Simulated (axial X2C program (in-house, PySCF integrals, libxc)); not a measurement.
## PI⁻: from Re and ωe to a spectrum

A bond curve at the PBE0 level, 2c, was computed with an axial X2C code built on PySCF integrals (basis I dyall-acv3z [12s13p9d5f1g], P dyall-av3z [9s8p3d2f] (cores contracted in-house)) for the state Ω = 3/2 (⟨Sz⟩ = 0.50, ⟨Lz⟩ = 1.00 at PBE0). Its fit gives Re = 2.4966 Å, ωe = 299.9 cm⁻¹, ωexe = 1.27 cm⁻¹ and αe = 6.012e-04 cm⁻¹; the masses are 126.9045 and 30.9738 u. Two-component means X2C with spin–orbit coupling and atomic mean-field Coulomb and Gaunt terms.

(1) Find the reduced mass, Be and the force constant.

(2) A Morse curve ties αe to the other constants (Pekeris). How well does that hold?

(3) Estimate De from a Morse curve and compare with the computed well depth of 0.642 eV to I- + P.

(4) Where do the fundamental and the first overtone lie?

(5) Estimate the centrifugal constant by the Kratzer relation.

The state is one determinant whose occupation by symmetry is held fixed; it was picked as the lowest of a PBE0 search that is not exhaustive. Dissociation energies refer to the lowest single-determinant-based atoms at the same level and basis. Density functionals use the spin component along the axis (collinear). The functionals have no current-density term, which raises determinants with orbital currents, atoms included. The atomic limit has a lower orbital projection than the molecule and lies lower at mean-field level, so De may be about a tenth of an eV too small. The highest occupied level of some functionals is positive through self-interaction error; at Hartree–Fock it is bound.

## Answers

(1) From the PBE0 values: μ = 24.8971 u. Be = 16.8576/(μ Re²) = 0.1086 cm⁻¹. k = 5.8918×10⁻⁷ μ ωe² = 1.32 mdyn/Å.

(2) αe(Morse) = 6Be²/ωe × (√(ωexe/Be) − 1) = 5.711e-04 cm⁻¹; the PBE0 curve gives 6.012e-04 cm⁻¹, a ratio of 0.95.

(3) De(Morse) = ωe²/(4ωexe) = 2.195 eV against 0.642 eV computed, a ratio of 3.42. The extrapolation overshoots: the well softens faster than a Morse curve, or the lowest atomic limit lies below the one to which the curve heads.

(4) ν(1←0) = ωe − 2ωexe = 297.4 cm⁻¹; ν(2←0) = 2ωe − 6ωexe = 592.2 cm⁻¹.

(5) D = 4Be³/ωe² = 5.70e-08 cm⁻¹.
